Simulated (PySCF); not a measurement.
Species: C8H8O2S.
Bonds: C1–S2, S2–C3, C3–C4 (aromatic), C4–C5 (aromatic), C5–O6 (aromatic), O6–C7 (aromatic), C7–C8, C7–C9 (aromatic), C9–C10 (aromatic), C10–O11 (aromatic), C3–O11 (aromatic), C5–C10 (aromatic). Hydrogens: H12, H13, H14 on C1; H15 on C4; H16, H17, H18 on C8; H19 on C9.

Probes without a nucleus sit at each ring's centroid and 1 Å off its mean plane on both sides; NICS is minus the shielding there, NICSzz its component along the normal. Level: GIAO PBE0/pcSseg-1 (PySCF, non-relativistic, gas phase) on the GFN2-xTB geometry, one conformer.

Ring bond lengths (Å), with Mayer bond orders in brackets: C3–C4 1.373 (1.53), C4–C5 1.412 (1.26), C5–C10 1.387 (1.38), C10–O11 1.352 (1.00), O11–C3 1.362 (1.05); C5–O6 1.345 (1.04), O6–C7 1.368 (1.04), C7–C9 1.370 (1.57), C9–C10 1.412 (1.26), C10–C5 1.387 (1.38).

Task: What do the NICS probes read (ppm)?

Result: 
| ring | type | NICS(0) | NICS(1), two faces | NICS(1)zz, two faces | rms pucker (Å) | centre to ring atoms, mean (Å) |
| --- | --- | --- | --- | --- | --- | --- |
| C3–C4–C5–C10–O11 | 5-membered ring with O; formal bonds all aromatic | -11.4 | -8.9 / -8.9 | -20.6 / -20.6 | 0.00 | 1.17 |
| C5–O6–C7–C9–C10 | 5-membered ring with O; formal bonds all aromatic | -11.5 | -9.2 / -9.2 | -21.3 / -21.3 | 0.00 | 1.17 |

Task: What can be read from them?

Result: 
- C3–C4–C5–C10–O11: mean NICS(1)zz -20.6 ppm, shielded. The ring is flat and has no four-coordinate atom; by the NICS criterion it is aromatic, though in fused rings the probe also feels the neighbouring ring.
- C5–O6–C7–C9–C10: mean NICS(1)zz -21.3 ppm, shielded, aromatic by this magnetic criterion (flat ring, no four-coordinate atom), though in fused rings the probe also feels the neighbouring ring.

Task: What does the geometric index give? Use HOMA with the parameters of Krygowski (1993).

Result: 
- C3–C4–C5–C10–O11: HOMA 0.42; the largest term is that of O11–C3, α(R − Ropt)² = 1.49.
- C5–O6–C7–C9–C10: HOMA 0.42; the largest term is that of O6–C7, α(R − Ropt)² = 1.66.

Task: What field does 1 T along the ring normal induce along that normal at the first NICS(1) probe listed for ring C5–O6–C7–C9–C10, 1 Å off the ring?

Result: NICSzz × B0 = -21.3 ppm × 1 T = -21 μT, against the applied field.

Task: What are the shieldings of the ring atoms and their hydrogens in the same run (means over atoms taken as equivalent)?

Result: 
```json
{"atoms": "C3", "environment": "substituted aromatic carbon", "σ isotropic (ppm)": "32.8", "principal values of the symmetric part, first atom (ppm)": "-25.6, 46.4, 77.6"}
{"atoms": "C4", "environment": "aromatic CH carbon", "σ isotropic (ppm)": "89.1", "principal values of the symmetric part, first atom (ppm)": "18.2, 89.4, 159.7"}
{"atoms": "C5", "environment": "ring-fusion aromatic carbon", "σ isotropic (ppm)": "30.0", "principal values of the symmetric part, first atom (ppm)": "-25.6, 25.4, 90.2"}
{"atoms": "O6", "environment": "furan-type oxygen", "σ isotropic (ppm)": "83.7", "principal values of the symmetric part, first atom (ppm)": "-45.5, 26.7, 269.7"}
{"atoms": "C7", "environment": "substituted aromatic carbon", "σ isotropic (ppm)": "31.6", "principal values of the symmetric part, first atom (ppm)": "-28.5, 41.1, 82.1"}
{"atoms": "C9", "environment": "aromatic CH carbon", "σ isotropic (ppm)": "86.2", "principal values of the symmetric part, first atom (ppm)": "17.5, 84.1, 157.1"}
{"atoms": "C10", "environment": "ring-fusion aromatic carbon", "σ isotropic (ppm)": "31.5", "principal values of the symmetric part, first atom (ppm)": "-16.6, 19.9, 91.2"}
{"atoms": "O11", "environment": "furan-type oxygen", "σ isotropic (ppm)": "94.1", "principal values of the symmetric part, first atom (ppm)": "-11.3, 20.6, 272.9"}
{"atoms": "H15", "environment": "aromatic hydrogen", "σ isotropic (ppm)": "25.37", "principal values of the symmetric part, first atom (ppm)": "21.6, 26.4, 28.1"}
{"atoms": "H19", "environment": "aromatic hydrogen", "σ isotropic (ppm)": "25.47", "principal values of the symmetric part, first atom (ppm)": "22.3, 26.7, 27.5"}
```

Shape of the structure used: `[CH3:1][S:2][c:3]1[cH:4][c:5]2[o:6][c:7]([CH3:8])[cH:9][c:10]2[o:11]1`: C1–S2–C3–C4 180°.
